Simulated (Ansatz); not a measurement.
C$_{2}$H$_{4}$N, doublet (typed; the unrestricted solution is spin-contaminated), at a GFN2-xTB geometry, with bond 5-3 at 3.0 times its length; HF/def2-SV(P) (Ansatz, an electronic-structure program).

The Ansatz input:
Ansatz 0.2 input:
```yaml
crystal:
  periodic: [false, false, false]
  atoms:
    - {symbol: C, position_ang: [1.31120828, -0.15668231, -0.21200825]}
    - {symbol: N, position_ang: [0.11562011, -0.33131293, -0.26397662]}
    - {symbol: C, position_ang: [-1.07674994, 0.25688588, 0.27315521]}
    - {symbol: H, position_ang: [1.96810973, 0.54605768, 0.28532144]}
    - {symbol: H, position_ang: [-2.95903376, 1.19027786, -2.23244818]}
    - {symbol: H, position_ang: [-1.60723309, -0.51156564, 0.83538198]}
    - {symbol: H, position_ang: [-0.87278958, 1.11546051, 0.92229710]}
basis:
  gaussian:
    orbitals: def2-SV_P_.json
hamiltonian:
  xc: hf
magnetization: {spin_polarized: true, initial_magnetization: 1}
```
The basis file holds def2-SV(P) in the JSON format of the Basis Set Exchange.

The log (banner, timings and long lists left out):

```
Functional definition: HF
562 factors; integrals over basis functions are off by at most 1.2e-3 eV
mean field evaluation 1: about -3590.2559 eV, gradient 1.8e1 eV
mean field evaluation 2: about -3590.2594 eV, gradient 1.8e1 eV
mean field evaluation 4: about -3593.8909 eV, gradient 4.7e0 eV
mean field evaluation 8: about -3594.4935 eV, gradient 1.5e0 eV
mean field evaluation 16: about -3596.5106 eV, gradient 4.8e-4 eV
mean field evaluation 32: about -3596.5429 eV, gradient 8.2e-4 eV
mean field evaluation 64: about -3596.4990 eV, gradient 6.2e-1 eV
mean field evaluation 96: about -3596.4852 eV, gradient 4.4e-1 eV
mean field evaluation 128: about -3594.0600 eV, gradient 2.2e0 eV
mean field evaluation 160: about -3591.4745 eV, gradient 6.4e0 eV
mean field evaluation 192: about -3594.4887 eV, gradient 1.5e0 eV
mean field -3596.84356919 eV, -132.1815631395 hartree, gradient 2.6e-5 eV, S^2 1.886860; 5 other end points of the search recorded, 0 dependent functions left out
reference -3596.84356919 eV, -132.1815631395 hartree; 12, 11 occupied and 38, 39 virtual orbitals, 562 factors
Total energy: -3596.84356919 eV, -132.1815631395 hartree
```
